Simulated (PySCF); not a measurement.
Species: C3H7NSSi.
Atom-mapped SMILES: `[CH3:1][S:2][Si@H:3]([CH3:4])[C:5]#[N:6]` (hydrogens: H7, H8, H9 on C1; H10 on Si3; H11, H12, H13 on C4)

Torsions of this conformer, `[CH3:1][S:2][Si@H:3]([CH3:4])[C:5]#[N:6]`: C1–S2–Si3–C4 176°.

The closed-shell ground state was solved at several levels (PySCF, density fitting, gas phase, non-relativistic). The structure is a single PBE0-D3(BJ)/def2-SVP conformer in the gas phase; no vibrational or solvent corrections.

```tsv
level	basis functions	total energy (Eh)	HOMO (eV)	LUMO (eV)	gap (eV)	dipole (D)
HF/pcSseg-1	151	-858.5638	-10.23	2.73	12.96	3.12
OPBE/pcSseg-1	151	-860.8056	-6.18	-1.56	4.62	2.89
B97-D/pcSseg-1	151	-860.8294	-6.15	-1.57	4.58	2.98
BP86/pcSseg-1	151	-861.0276	-6.28	-1.79	4.49	2.98
B3LYP/pcSseg-1	151	-861.0003	-7.15	-0.97	6.18	3.02
PBE/pcSseg-1	151	-860.4115	-6.17	-1.69	4.48	2.95
KT2/pcSseg-1	151	-869.5769	-6.26	-1.77	4.49	2.96
KT3/pcSseg-1	151	-868.8271	-6.26	-1.66	4.60	2.92
```

**Question.** What might BLYP/pcSseg-1 (151 basis functions) give for the same quantities?

**Answer.** Total energy -860.8835 Eh, HOMO -5.99 eV, LUMO -1.51 eV, gap 4.48 eV, dipole 2.98 D.

**Question.** In the pcSseg-1 basis, how does the gap go with the fixed share of exact exchange?

**Answer.** PBE (0 %) 4.48 eV; BLYP (0 %) 4.48 eV; BP86 (0 %) 4.49 eV; KT2 (0 %) 4.49 eV; B97-D (0 %) 4.58 eV; KT3 (0 %) 4.60 eV; OPBE (0 %) 4.62 eV; B3LYP (20 %) 6.18 eV; HF (100 %) 12.96 eV. Each rise in the share widens the gap here.

**Question.** How far do the dipole and the HOMO energy spread over the levels?

**Answer.** The dipole runs from 2.89 to 3.12 D (mean 2.98 D) and the HOMO from -10.23 to -5.99 eV.

The pairwise dispersion term of B97-D wasn't added to the energies; at a given geometry it leaves orbitals and properties as they are.
